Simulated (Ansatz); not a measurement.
Basis sets compared for Si₅Cl₂. The state is a singlet with charge 0. Geometry r2SCAN-D4/def2-SVP. Ansatz on 4 threads of Intel Xeon on a shared host; times are rough, and most runs start from earlier orbitals.

```xyz
7

Si    0.133   -0.902   -1.996
Si   -0.093   -1.185    0.374
Si    0.145    2.720    1.204
Si    0.749    1.023   -0.202
Si   -0.598    0.608    1.723
Cl   -1.701    0.138   -2.352
Cl    1.365   -2.402    1.249
```

The restricted singlet is unstable towards broken spin symmetry in Hartree–Fock (as tested in another run); at PBE-D4/def2-SVP, PBE-D4/def2-TZVPD, revPBE-D4/def2-TZVP, revPBE-D4/def2-TZVPD and others this wasn't settled. The structure comes from a short search, and lower isomers may exist.

Binding counts from free atoms (Si triplet, Cl doublet) in the same basis, without a counterpoise term.

```tsv
level	functions	energy (Eh)	HOMO (eV)	LUMO (eV)	binding per atom (eV)	wall time
PBE-D4/def2-SVP	126	-2366.0646	-5.54	-4.01	3.30	3.8 s
PBE-D4/def2-TZVP (with forces)	259	-2366.8923	-5.52	-3.99	3.35	14 s
revPBE-D4/def2-TZVP	259	-2367.5474	-5.48	-3.94	3.26	11 s
PBE0-D4/def2-SVP	126	-2366.2490	-6.45	-3.51	3.16	6 s
PBE0-D4/def2-TZVP	259	-2367.0703	-6.39	-3.45	3.22	25 s
```

(1) Estimate the rows for PBE-D4/def2-TZVPD, revPBE-D4/def2-TZVPD, PBE0-D4/def2-TZVPD.

## Answers

(1) 
```csv
level,functions,energy (Eh),HOMO (eV),LUMO (eV),binding per atom (eV),wall time
PBE-D4/def2-TZVPD,307,-2366.8949,-5.56,-4.03,3.35,14 s
revPBE-D4/def2-TZVPD,307,-2367.5502,-5.52,-3.98,3.26,16 s
PBE0-D4/def2-TZVPD,307,-2367.0725,-6.41,-3.48,3.22,26 s
```
